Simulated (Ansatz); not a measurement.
One change: `CC(=O)Oc1ccccc1` becomes `CCN([SiH3])c1ccccc1`.

Ansatz, PBE0-D4/def2-TZVP geometries, multiplicity 1. Each molecule was computed in one conformer, which needn't be the lowest.

| property | `CC(=O)Oc1ccccc1` |
| --- | --- |
| HOMO–LUMO gap (B3LYP/def2-TZVPP) / eV | 6.32 |
| HOMO–LUMO gap (PBE0/def2-TZVPP) / eV | 6.75 |
| size of the dipole moment (B3LYP/def2-TZVPP) / D | 1.70 |
| HOMO–LUMO gap (PBE/def2-TZVPP) / eV | 4.75 |
| LUMO energy (PBE/def2-TZVPP) / eV | -1.36 |
| HOMO energy (PBE0/def2-TZVPP) / eV | -7.13 |

(1) What does the change do to each property? (Estimate.)

Answers

(1) Computed: 
| property | `CCN([SiH3])c1ccccc1` | shift |
| --- | --- | --- |
| HOMO–LUMO gap (B3LYP/def2-TZVPP) / eV | 5.39 | -0.93 |
| HOMO–LUMO gap (PBE0/def2-TZVPP) / eV | 5.77 | -0.98 |
| size of the dipole moment (B3LYP/def2-TZVPP) / D | 1.22 | -0.48 |
| HOMO–LUMO gap (PBE/def2-TZVPP) / eV | 3.90 | -0.85 |
| LUMO energy (PBE/def2-TZVPP) / eV | -1.02 | 0.34 |
| HOMO energy (PBE0/def2-TZVPP) / eV | -5.90 | 1.23 |

With PBE0 the HOMO rises by 1.23 eV and the LUMO rises by 0.25 eV, so the gap narrows by about 0.98 eV. PBE moves the HOMO by 1.19 eV and ωB97M-V by 1.28 eV. Dipoles are sizes alone; their direction can turn.

Positive LUMOs are unbound, so they and the gaps depend on the basis.

B3LYP here is the variant with VWN-RPA as its local correlation; programs differ in this.
